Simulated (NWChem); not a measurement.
Species: C3H4O2Si; SMILES O=C1C=CO[SiH2]1

```xyz
10

O     -0.2051     2.2439     0.0000
C      0.0491     1.0597     0.0000
C      1.3677     0.4235     0.0000
C      1.3251    -0.9336     0.0000
O      0.1609    -1.5949     0.0000
Si    -1.1520    -0.4716     0.0000
H      2.2999     0.9908     0.0000
H      2.2076    -1.5829     0.0000
H     -1.9623    -0.6872    -1.2277
H     -1.9623    -0.6872     1.2277
```
Atoms are numbered in this order, from 1.

Computed with NWChem. Geometry: optimised at PBE0/def2-SVP. Atomic charges in e: unrestrained fits to the electrostatic potential beside Mulliken populations; buried atoms are poorly determined by the fit.

Q: What does the run give for B3LYP/def2-SVP? Quantities: ESP O1; Mulliken O1; ESP C2; Mulliken C2; ESP C3; Mulliken C3; ESP C4; Mulliken C4; ESP O5; Mulliken O5; relative RMS misfit of the potential (%).

A: The ESP O1 is -0.47 and the Mulliken O1 comes out as -0.20. The ESP C2 is 0.43, the Mulliken C2 comes out as -0.04 and the ESP C3 is -0.37. The Mulliken C3 is -0.08 and the ESP C4 is 0.17. The Mulliken C4 is 0.21, the ESP O5 comes out as -0.34 and the Mulliken O5 comes out as -0.40. The relative RMS misfit of the potential (%) is 29.
